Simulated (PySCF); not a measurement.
**Arsenic: a sound run and one with changed settings**

Sound run: As [Ar] 3d10 4s2 4p3, As⁺ [Ar] 3d10 4s2 4p2. Computed with PySCF 2.14 in jorge-DZP-DKH (8s6p2d1f, 43 functions), with scalar relativity by spin-free X2C-1e. In the sound run the correlated levels freeze [Ar] 3d10. The sound run starts from symmetry-adapted Hartree-Fock orbitals and uses a fine grid where one is needed.

Changed run: basis STO-3G, all-electron and non-relativistic. This setting is unsound on purpose.

```csv
species,method,sound run (hartree),changed run (hartree),converged
As,UHF,-2258.89398,-2209.26367,yes
As,BP86,-2260.89671,-2210.65077,yes
As,B3LYP,-2260.62785,-2210.47114,yes
As,MP2,-2258.91863,-2209.26367,yes
As⁺,UHF,-2258.54714,-2209.00633,yes
As⁺,BP86,-2260.53346,-2210.37557,yes
As⁺,B3LYP,-2260.27000,-2210.19878,yes
As⁺,MP2,-2258.57238,-2209.01391,yes
As⁺,CCSD(T),-2258.58114,-2209.01980,yes
```

Ionisation energy of As:

```csv
method,sound run (eV),changed run (eV)
UHF,9.438,7.003
BP86,9.885,7.489
B3LYP,9.738,7.411
MP2,9.422,6.796
SCS-MP2,9.362,6.755
```

A minimal basis cannot let orbitals breathe on ionisation and holds almost no correlation. The Hamiltonian changed with the basis, so the totals do not compare.

For comparison, NIST gives 9.789 eV between the lowest levels.
